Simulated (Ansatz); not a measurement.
Harmonic frequencies (cm⁻¹) at PBE0-D4/def2-TZVP from Ansatz: 67, 97, 110, 130, 209, 275, 348, 425, 537, 647, 734, 745, 776, 811, 862, 1156, 1184, 1217, 1480, 1496, 1498, 2167, 2307, 3033, 3102, 3138, 3464.

Each molecule was computed in one conformer, which needn't be the lowest.

(1) Which molecule is it?
A. `C#C[SiH](Cl)OC`
B. `C=C=C(Cl)O[SiH3]`
C. `C[SiH2][Si](F)(F)F`
D. `C[Si](C)(O)Cl`

## Answers

(1) A.
